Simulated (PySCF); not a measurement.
ClH3S3Sn. Atoms are numbered in the order given.

```xyz
8

S     -1.4892     1.7571    -0.7696
Sn     0.0000     0.0000     0.0204
S     -0.7771    -2.1683    -0.7696
S      2.2663     0.4112    -0.7696
Cl     0.0000     0.0000     2.3882
H     -2.1307     0.8474    -1.5591
H      0.3314    -2.2689    -1.5591
H      1.7992     1.4215    -1.5591
```

Geometry: PBE-D3(BJ)/def2-SVP. The structure was generated by enumeration; whether it is a known compound was not checked. The def2 effective core potentials stand for the cores of Sn; spin–orbit coupling is left out. The values are those of a single conformer.

Calculation: PBE-D3(BJ)/def2-SVP in PySCF.

Frequencies are harmonic and unscaled.

Modes within 1.5 cm⁻¹ of each other (mostly degenerate sets) share a row, with their intensities summed.

```csv
mode,ν (cm⁻¹),IR (km/mol),moving atoms (share of kinetic energy)
1–2,60,5.4,"S 58 %, H 23 %, Cl 19 %"
3–5,104,21.9,"S 54 %, Sn 21 %, H 13 %, Cl 11 %"
6–7,128,13.7,"H 65 %, Cl 19 %, S 12 %"
8,221,15.4,H 98 %
9,310,0.0,"S 83 %, Cl 14 %"
10–11,351,70.3,"S 70 %, Sn 27 %"
12,366,59.6,"Cl 64 %, Sn 27 %, S 8 %"
13,665,3.4,H 95 %
14–15,677,21.1,H 94 %
16–18,2609,7.1,H 97 %
```
